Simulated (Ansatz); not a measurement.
Geometry optimisation, RKS B3LYP-D4/def2-SVP (Ansatz 0.2.0).

Input file:

```yaml
crystal:
  periodic: [false, false, false]
  atoms:
    - { symbol: B, position_ang: [-0.4804, 2.2759, -0.4311] }
    - { symbol: Si, position_ang: [-0.9465, 0.519, 0.15] }
    - { symbol: C, position_ang: [-1.04567, -0.63866, -1.28944] }
    - { symbol: Si, position_ang: [-2.92801, -0.96086, -1.40848] }
    - { symbol: Si, position_ang: [-3.15362, 0.35193, 0.43085] }
    - { symbol: H, position_ang: [-1.3574, 3.1771, -0.4043] }
    - { symbol: H, position_ang: [0.5788, 2.5742, -0.8432] }
    - { symbol: H, position_ang: [-0.17833, -0.01544, 1.22608] }
    - { symbol: H, position_ang: [-0.4439, -1.59209, -1.1551] }
    - { symbol: H, position_ang: [-0.70918, -0.16235, -2.2714] }
    - { symbol: H, position_ang: [-3.52627, -0.43496, -2.538] }
    - { symbol: H, position_ang: [-3.20146, -2.38333, -1.05477] }
    - { symbol: H, position_ang: [-3.82721, 1.61941, 0.16062] }
    - { symbol: H, position_ang: [-3.4709, -0.39113, 1.66046] }
basis:
  gaussian: { orbitals: def2-SVP }
hamiltonian:
  xc: b3lyp
  dispersion: d4
relax:
  f_tol: 0.015
  max_steps: 40
```

Launched with:

```bash
$ ansatz run input.yaml --threads 2 --pin off --max-ram 3072MiB --backend cpu --events-out ev --progress --plain --runs-dir out
```

Where does it end, and by what steps?

It converged. The force dipped under the threshold on the way, but the program's further checks kept it going. After 30 steps the energy has fallen by 1.084 eV; H7 moved furthest, 1.50 Å.

```
step  energy less start (eV)  largest force component (eV/Å)  accepted
   0                  0.0000                           2.572       yes
   2                 -0.8521                           0.286       yes
   4                 -0.8811                           0.178       yes
   6                 -0.8911                           0.379       yes
   8                 -0.9453                           0.171       yes
  10                 -0.9932                           0.199       yes
  12                 -1.0389                           0.202       yes
  14                 -1.0521                           0.164       yes
  16                 -1.0675                           0.103       yes
  18                 -1.0732                           0.098       yes
  20                 -1.0802                           0.189       yes
  22                 -1.0824                           0.084       yes
  24                 -1.0830                           0.024       yes
  26                 -1.0833                           0.020       yes
  28                 -1.0833                           0.063        no
  30                 -1.0836                           0.006       yes
```

```xyz
14
Properties=species:S:1:pos:R:3
B -0.725 2.335 -0.591
Si -0.667 0.461 0.016
C -0.993 -0.921 -1.275
Si -2.890 -0.744 -1.460
Si -2.998 0.348 0.634
H -1.288 2.628 -1.617
H -0.350 3.229 0.128
H 0.319 0.096 1.075
H -0.771 -1.898 -0.812
H -0.410 -0.850 -2.207
H -3.239 0.207 -2.557
H -3.625 -2.025 -1.687
H -3.796 1.601 0.769
H -3.257 -0.529 1.816
```

Whether the end is a true minimum wasn't checked by a vibrational analysis.

The run took 90 s on 2 threads of Intel(R) Xeon(R) Platinum 8488C (Sapphire Rapids), with other jobs on the host, peak memory 0.34 GiB.
